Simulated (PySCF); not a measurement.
Molecule: `N#CSc1cccs1`, C$_{5}$H$_{3}$NS$_{2}$.

Atoms are numbered as in `[N:1]#[C:2][S:3][c:4]1[cH:5][cH:6][cH:7][s:8]1`. Each H is labelled by its parent atom.

Geometry PBE0-D3(BJ)/def2-SVP throughout; GIAO in PySCF, gas phase, one conformer, non-relativistic; equivalent atoms averaged; functional PBE0.

(1) How do the absolute shieldings σ depend on the basis set? (a selection of nuclei; ppm; last column core-seconds on shared hosts with different chips, so compare them loosely)

(2) Which nucleus among those listed moves most, in ppm?

(3) Taking the largest basis, IGLO-III (328 functions), as the yardstick, rank the others by their worst heavy-atom deviation.

Results:

(1) 
```tsv
basis set	functions	N1	C4	C7	C6	C2	S8	S3	H(C7)	H(C5)	core-s
STO-3G	51	47.8	110.2	115.7	128.4	142.8	534.6	664.2	26.00	26.30	6.3
pcSseg-0	86	-91.3	50.8	47.5	57.2	66.5	307.9	518.2	25.80	25.79	5.9
6-31G	86	-47.1	66.2	69.5	77.9	89.9	359.4	562.6	25.31	25.21	12
6-31G*	126	-46.3	69.7	70.8	74.2	92.7	333.9	529.7	24.99	24.83	18
cc-pVDZ	135	-51.4	64.4	67.8	71.1	91.0	342.4	533.8	24.16	24.15	12
def2-SVP	135	-55.5	63.5	65.5	69.7	88.2	344.5	547.5	24.41	24.25	11
pcSseg-1	165	-92.2	50.5	49.6	51.8	71.8	265.7	470.6	24.03	23.92	14
aug-cc-pVDZ	219	-48.8	62.2	66.4	70.3	86.4	337.5	538.7	23.94	23.98	25
6-311+G(2d,p)	250	-79.1	52.9	54.3	55.8	74.2	252.4	463.7	24.06	24.07	44
def2-TZVP	278	-83.1	52.3	53.3	54.1	73.5	229.7	444.3	24.07	24.03	38
cc-pVTZ	290	-79.8	53.8	54.3	55.6	75.8	295.2	497.0	23.90	23.92	40
IGLO-III	328	-90.0	46.4	47.5	48.6	68.2	257.7	466.1	23.95	23.98	45
```

(2) S8 (aromatic ring sulfur): from 229.7 ppm with def2-TZVP to 534.6 ppm with STO-3G. The smallest spread is 2.10 ppm, at H(C7). Proton shifts span only some 12 ppm, so a few tenths of a ppm matter as much there as several ppm in carbon.

(3) pcSseg-1 8.0 ppm (165 functions), 6-311+G(2d,p) 10.9 ppm (250 functions), def2-TZVP 28.0 ppm (278 functions), cc-pVTZ 37.5 ppm (290 functions), pcSseg-0 52.1 ppm (86 functions), 6-31G* 76.1 ppm (126 functions), aug-cc-pVDZ 79.8 ppm (219 functions), cc-pVDZ 84.7 ppm (135 functions), def2-SVP 86.7 ppm (135 functions), 6-31G 101.7 ppm (86 functions), STO-3G 276.8 ppm (51 functions).

A small basis that lands close on one nucleus may do so by chance; judge by the trend and by all nuclei.
